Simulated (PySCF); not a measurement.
**C₆ coefficients of unlike pairs at PBE**

Calculated with PySCF 2.14 from the dipole response of each species, C₆(A,B) = (3/π) ∫ α_A(iu) α_B(iu) du, in atomic units, from isotropic polarisabilities. For ions this is the dispersion term alone; charge-induced terms of lower order in 1/R come first.

```
species           configuration                                                                               basis      relativity  α (bohr³)  C₆ (like pair)
     K⁺               [Ar] (1S)  aug-cc-pwCVTZ-X2C with one added diffuse shell each of s, p, d, f type (10s9p7d4f)   spin-free X2C      5.657           24.22
     Ne               [Ne] (1S)                                                          aug-cc-pCVTZ-DK (7s6p4d2f)   spin-free X2C      2.637           6.466
     Ni       [Ar] 3d8 4s2 (3F)                                                           def2-QZVPPD (11s6p5d4f2g)            none      49.37           400.1
   Te³⁺  [Kr] 4d10 5s2 5p1 (2P)                                           aug-cc-pwCVDZ-PP with ECP28MDF (6s5p4d1f)  core potential      10.29           51.90
```

(1) Estimate C₆ for Te³⁺ with Ni.

No spin-orbit coupling is included.

The other pairs:

```csv
pair,C₆
"Te³⁺, K⁺",34.87
"Ni, K⁺",80.19
"Ni, Ne",38.91
"Ne, K⁺",12.38
"Te³⁺, Ne",17.64
```

Answers

(1) The integral gives 128.6. The combination rule 2 C_A C_B / (C_A α_B/α_A + C_B α_A/α_B) gives 124.9 and the geometric mean 144.1.
